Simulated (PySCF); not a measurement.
Se(Cl)(NMe2) (C2H6ClNSe), SMILES CN([Se]Cl)C. Atoms are numbered in the order given.

```xyz
11

Se     0.8178     0.3353     0.0000
Cl    -0.9782     1.7502     0.0000
N      0.0625    -1.2931     0.0000
C     -0.5893    -1.7423    -1.2247
C     -0.5893    -1.7423     1.2247
H     -1.5976    -1.3000    -1.3368
H     -0.6896    -2.8399    -1.2024
H      0.0158    -1.4584    -2.0954
H     -0.6896    -2.8399     1.2024
H     -1.5976    -1.3000     1.3368
H      0.0158    -1.4584     2.0954
```
Charge 0, spin multiplicity 1.

Geometry: B3LYP-D3(BJ)/def2-SVP. Other conformers were not sampled.

Vertical ionisation energy (IE) and electron affinity (EA) in eV. Rows of orbital energies are one-electron estimates. Where ΔSCF, EOM or ADC give a negative EA the extra electron is unbound and the value depends on the basis.

| level | IE | EA |
|---|---|---|
| −ε(HOMO), −ε(LUMO), HF/def2-TZVP (PySCF) | ? | ? |
| −ε(HOMO), −ε(LUMO), PBE/def2-TZVP (PySCF) | 5.39 | 2.78 |

### Question
Fill in the missing entries. (An estimate is asked for; the answer gives what the named calculation found.)

### Answer

- −ε(HOMO), −ε(LUMO), HF/def2-TZVP (PySCF), IE: 9.55
- −ε(HOMO), −ε(LUMO), HF/def2-TZVP (PySCF), EA: -1.53
